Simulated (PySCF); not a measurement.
## Electron correlation in Pb²⁺ (lead, charge +2)

[Xe] 4f14 5d10 6s2, closed-shell 1S. Calculation: PySCF 2.14, in def2-QZVPPD with the def2 core potential (60 electrons); scalar relativity through the core potential. Frozen: nothing; 20 electrons correlated.

| level | correlation energy (mhartree) |
| --- | --- |
| CCSD | -519.05 |
| (T) | -12.00 |
| CCSD(T) | -531.05 |

Diagnostics: T1 = 0.0075, D1 = 0.0238, largest double amplitude 0.055.

**Question.** Is a single reference adequate?

**Answer.** Yes, within this model without spin-orbit coupling: T1 lies below 0.03 and no double amplitude reaches 0.07.

The basis has no tight functions for the innermost shells, so their pair energies are far from complete.

This basis was not built for core-valence correlation, so the inner-shell part is incomplete.
